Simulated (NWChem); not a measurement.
System: C₂H₆B cation

The following NWChem deck was run.

```
start job
memory heap 200 mb stack 900 mb global 1100 mb
charge 1
geometry units angstroms noautosym nocenter noautoz
  C      0.000000     0.000000     1.482654
  B      0.000000     0.000000     0.000000
  C      0.000000     0.000000    -1.482654
  H     -0.788294     0.664278     1.872874
  H     -0.181135    -1.014821     1.872874
  H      0.969429     0.350543     1.872874
  H      0.350543     0.969429    -1.872874
  H     -1.014821    -0.181135    -1.872874
  H      0.664278    -0.788294    -1.872874
end
basis spherical
  C library def2-svp
  B library def2-svp
  H library def2-svp
end
dft
  xc hfexch
  iterations 150
end
property
  efieldgrad
end
task dft property
```

All runs use the structure optimised with B3LYP/6-31G* (spherical d).

Vzz is the largest principal value of the second derivative of the potential at the nucleus (NWChem prints the opposite sign); η is the asymmetry. Non-relativistic.

Atoms are numbered as in the input.

### Question
Give the results of this calculation. (Hartree-Fock/def2-SVP.) Quantities: Vzz B2 (a.u.); η B2.

### Answer
```json
{
  "Vzz B2 (a.u.)": "-0.761",
  "η B2": "0.00"
}
```
